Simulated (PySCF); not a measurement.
PySCF input file for Be(SH)(GeH3) (BeGeH4S), SMILES [SH][Be][GeH3], TDDFT-PBE0/def2-SVPD. Coordinates come from a PBE-D3(BJ)/def2-TZVP optimisation. The values are those of a single conformer.

```python
import numpy as np
from pyscf import gto, scf, dft, tdscf

mol = gto.M(
    atom='''
    Be    0.24978744    0.46181808   -0.63571395
    S     0.84398533    1.53936796   -2.09256845
    H     2.13397806    1.23920354   -1.79283440
    Ge   -0.45842986   -0.76343121    1.04069863
    H    -0.45250472   -2.28511691    0.73605586
    H     0.39945962   -0.58271908    2.32197248
    H    -1.91409254   -0.41872830    1.45640098
    ''',
    basis='def2-SVPD',
    charge=0,
    spin=0,
    max_memory=1600,
    verbose=4,
)
mf = dft.RKS(mol, xc='pbe0').density_fit(auxbasis='def2-universal-jkfit')
mf.grids.level = 3
mf.conv_tol = 1e-9
mf.max_cycle = 100
mf.kernel()
mf.grids = dft.Grids(mol).set(level=1).build(with_non0tab=True)  # coarser grid for the response kernel
td = tdscf.TDDFT(mf)
td.singlet = True
td.nstates = 10
td.conv_tol = 1e-4
td.kernel(x0=td.get_init_guess(mf, 15))
td.analyze()
tt = tdscf.TDA(mf)
tt.singlet = False
tt.nstates = 4
tt.conv_tol = 1e-4
tt.kernel(x0=tt.get_init_guess(mf, 9))
tt.analyze(verbose=3)
```

Log of the run:

```
PySCF version 2.14.0

[INPUT] verbose = 4
[INPUT] num. atoms = 7
[INPUT] num. electrons = 56
[INPUT] charge = 0
[INPUT] spin (= nelec alpha-beta = 2S) = 0
[INPUT] symmetry False subgroup None
[INPUT] Mole.unit = angstrom
[INPUT] Symbol           X                Y                Z      unit          X                Y                Z       unit  Magmom
[INPUT]  1 Be     0.249787440000   0.461818080000  -0.635713950000 AA    0.472029850956   0.872709690572  -1.201325259065 Bohr   0.0
[INPUT]  2 S      0.843985330000   1.539367960000  -2.092568450000 AA    1.594901126851   2.908983849330  -3.954381267406 Bohr   0.0
[INPUT]  3 H      2.133978060000   1.239203540000  -1.792834400000 AA    4.032634089231   2.341755303192  -3.387966002699 Bohr   0.0
[INPUT]  4 Ge    -0.458429860000  -0.763431210000   1.040698630000 AA   -0.866306882723  -1.442675901845   1.966635388910 Bohr   0.0
[INPUT]  5 H     -0.452504720000  -2.285116910000   0.736055860000 AA   -0.855109990873  -4.318245122512   1.390943987781 Bohr   0.0
[INPUT]  6 H      0.399459620000  -0.582719080000   2.321972480000 AA    0.754869279623  -1.101179468759   4.387892055977 Bohr   0.0
[INPUT]  7 H     -1.914092540000  -0.418728300000   1.456400980000 AA   -3.617110677673  -0.791281807605   2.752198979748 Bohr   0.0

nuclear repulsion = 166.616183857163
number of shells = 47
number of NR pGTOs = 187
number of NR cGTOs = 109
basis = def2-SVPD
ecp = {}


******** <class 'pyscf.df.df_jk.DFRKS'> ********
method = DFRKS
initial guess = minao
damping factor = 0
level_shift factor = 0
DIIS = <class 'pyscf.scf.diis.CDIIS'>
diis_start_cycle = 1
diis_space = 8
diis_damp = 0
SCF conv_tol = 1e-09
SCF conv_tol_grad = None
SCF max_cycles = 100
direct_scf = False
XC library pyscf.dft.libxc version 7.1.2
    S. Lehtola, C. Steigemann, M. J. T. Oliveira, and M. A. L. Marques,  SoftwareX 7, 1–5 (2018)
XC functionals = pbe0
    C. Adamo and V. Barone,  J. Chem. Phys. 110, 6158 (1999)
    M. Ernzerhof and G. E. Scuseria,  J. Chem. Phys. 110, 5029 (1999)
radial grids:
    Treutler-Ahlrichs [JCP 102, 346 (1995); DOI:10.1063/1.469408] (M4) radial grids

becke partition: Becke, JCP 88, 2547 (1988); DOI:10.1063/1.454033
pruning grids: <function nwchem_prune>
grids dens level: 3
symmetrized grids: False
atomic radii adjust function: <function treutler_atomic_radii_adjust>
small_rho_cutoff = 0
Set gradient conv threshold to 3.16228e-05
Initial guess from minao.
tot grids = 92480
******** <class 'pyscf.df.df.DF'> ********
auxbasis = def2-universal-jkfit
init E= -2490.92914544761
  HOMO = -0.304454506943896  LUMO = -0.0773719895890173  gap/eV = 6.17923
cycle= 1 E= -2491.52585616831  delta_E= -0.597  |g|= 0.371  |ddm|= 3.16
  HOMO = -0.256892572886549  LUMO = -0.0619906241362251  gap/eV = 5.30355
cycle= 2 E= -2491.52203712062  delta_E= 0.00382  |g|= 0.397  |ddm|= 0.794
  HOMO = -0.293490342595952  LUMO = -0.0527186078998083  gap/eV = 6.55173
cycle= 3 E= -2491.54941422169  delta_E= -0.0274  |g|= 0.0229  |ddm|= 0.464
  HOMO = -0.292797339974454  LUMO = -0.0561572115702784  gap/eV = 6.43931
cycle= 4 E= -2491.5495898111  delta_E= -0.000176  |g|= 0.00991  |ddm|= 0.0583
  HOMO = -0.293543069515207  LUMO = -0.0549065950381582  gap/eV = 6.49363
cycle= 5 E= -2491.5496273764  delta_E= -3.76e-05  |g|= 0.00215  |ddm|= 0.0227
  HOMO = -0.29343442146836  LUMO = -0.0549474880006242  gap/eV = 6.48956
cycle= 6 E= -2491.54962873585  delta_E= -1.36e-06  |g|= 0.000423  |ddm|= 0.00382
  HOMO = -0.293511999200588  LUMO = -0.0549762067186288  gap/eV = 6.49089
cycle= 7 E= -2491.54962877773  delta_E= -4.19e-08  |g|= 0.000111  |ddm|= 0.00092
  HOMO = -0.293487801732073  LUMO = -0.0549654610118324  gap/eV = 6.49052
cycle= 8 E= -2491.5496287821  delta_E= -4.37e-09  |g|= 1.55e-05  |ddm|= 0.000241
  HOMO = -0.293486702500675  LUMO = -0.0549665173307954  gap/eV = 6.49046
cycle= 9 E= -2491.54962878221  delta_E= -1.05e-10  |g|= 5.83e-06  |ddm|= 3.67e-05
  HOMO = -0.293487794950164  LUMO = -0.0549664073625991  gap/eV = 6.49050
Extra cycle  E= -2491.54962878222  delta_E= -1.27e-11  |g|= 5.59e-06  |ddm|= 1.73e-05
converged SCF energy = -2491.54962878222
tot grids = 28704


******** <class 'pyscf.tdscf.rks.TDDFT'> for <class 'pyscf.df.df_jk.DFRKS'> ********
nstates = 10 singlet
deg_eia_thresh = 1.000e-03
wfnsym = None
conv_tol = 0.0001
eigh lindep = 1e-12
eigh level_shift = 0
eigh max_cycle = 100


Excitation energies (eV)
[5.00560304 5.36031954 5.81816732 5.98992002 6.23793148 6.66822287
 6.68708107 6.89401949 7.10129337 7.12329855]

** Singlet excitation energies and oscillator strengths **
Excited State   1:      5.00560 eV    247.69 nm  f=0.0001
      28 -> 29        0.70308
Excited State   2:      5.36032 eV    231.30 nm  f=0.0324
      27 -> 29       -0.69170
Excited State   3:      5.81817 eV    213.10 nm  f=0.0181
      27 -> 30       -0.68017
      28 -> 31       -0.12331
Excited State   4:      5.98992 eV    206.99 nm  f=0.1165
      27 -> 31       -0.10284
      28 -> 30        0.67760
Excited State   5:      6.23793 eV    198.76 nm  f=0.0582
      27 -> 30        0.11710
      28 -> 31       -0.66958
      28 -> 32       -0.16459
Excited State   6:      6.66822 eV    185.93 nm  f=0.1668
      25 -> 29        0.28688
      26 -> 29       -0.21575
      27 -> 31        0.59132
Excited State   7:      6.68708 eV    185.41 nm  f=0.0375
      25 -> 29       -0.62468
      26 -> 29       -0.13330
      26 -> 30        0.13308
      27 -> 31        0.25268
Excited State   8:      6.89402 eV    179.84 nm  f=0.1628
      25 -> 30       -0.23204
      26 -> 29        0.60761
      27 -> 31        0.22955
Excited State   9:      7.10129 eV    174.59 nm  f=0.0167
      24 -> 29       -0.33969
      24 -> 30       -0.10446
      26 -> 30        0.55483
      28 -> 32       -0.16437
Excited State  10:      7.12330 eV    174.05 nm  f=0.0013
      24 -> 29       -0.15207
      24 -> 30        0.18776
      26 -> 30        0.15837
      28 -> 31       -0.15617
      28 -> 32        0.51914
      28 -> 33       -0.28676
      28 -> 34        0.11517
      28 -> 39        0.11219

** Transition electric dipole moments (AU) **
state          X           Y           Z        Dip. S.      Osc.
  1        -0.0017     -0.0187     -0.0155      0.0006      0.0001
  2        -0.4719      0.1101     -0.1098      0.2469      0.0324
  3         0.0016     -0.2658     -0.2380      0.1273      0.0181
  4         0.4039      0.4988     -0.6180      0.7938      0.1165
  5         0.0158      0.4766      0.3919      0.3810      0.0582
  6         0.3250      0.5789     -0.7615      1.0207      0.1668
  7         0.2587      0.2932     -0.2762      0.2291      0.0375
  8         0.3967      0.3782     -0.8144      0.9637      0.1628
  9        -0.0320     -0.2767      0.1357      0.0960      0.0167
 10         0.0545      0.0191      0.0662      0.0077      0.0013

** Transition velocity dipole moments (imaginary part, AU) **
state          X           Y           Z        Dip. S.      Osc.
  1        -0.0004     -0.0031     -0.0026      0.0000      0.0001
  2        -0.0964      0.0223     -0.0221      0.0103      0.0348
  3         0.0003     -0.0582     -0.0518      0.0061      0.0189
  4         0.0874      0.1059     -0.1302      0.0358      0.1084
  5         0.0037      0.1086      0.0893      0.0198      0.0576
  6         0.0782      0.1429     -0.1877      0.0618      0.1680
  7         0.0634      0.0725     -0.0679      0.0139      0.0377
  8         0.0991      0.0941     -0.2047      0.0606      0.1594
  9        -0.0084     -0.0701      0.0341      0.0061      0.0157
 10         0.0138      0.0026      0.0144      0.0004      0.0010

** Transition magnetic dipole moments (imaginary part, AU) **
state          X           Y           Z
  1         0.0377      0.1486     -0.2003
  2         0.0344      0.6366      0.4812
  3        -0.8563      0.2225     -0.2358
  4         0.0451      0.0361      0.0378
  5        -0.4718      0.2392     -0.2887
  6        -0.0369     -0.0955      0.1304
  7         0.1862      0.1815     -0.3186
  8        -0.0884     -0.0542     -0.0965
  9         0.1348      0.4646     -0.0846
 10        -0.1703      0.0760      0.1608


******** <class 'pyscf.tdscf.rks.TDA'> for <class 'pyscf.df.df_jk.DFRKS'> ********
nstates = 4 triplet
deg_eia_thresh = 1.000e-03
wfnsym = None
conv_tol = 0.0001
eigh lindep = 1e-12
eigh level_shift = 0
eigh max_cycle = 100


Excitation energies (eV)
[4.34876459 4.78734282 4.83335301 5.00173189]

** Triplet excitation energies and oscillator strengths **
Excited State   1:      4.34876 eV    285.10 nm  f=0.0000
Excited State   2:      4.78734 eV    258.98 nm  f=0.0000
Excited State   3:      4.83335 eV    256.52 nm  f=0.0000
Excited State   4:      5.00173 eV    247.88 nm  f=0.0000
```

The run converged.

Cost: around 60 core-seconds (rough).
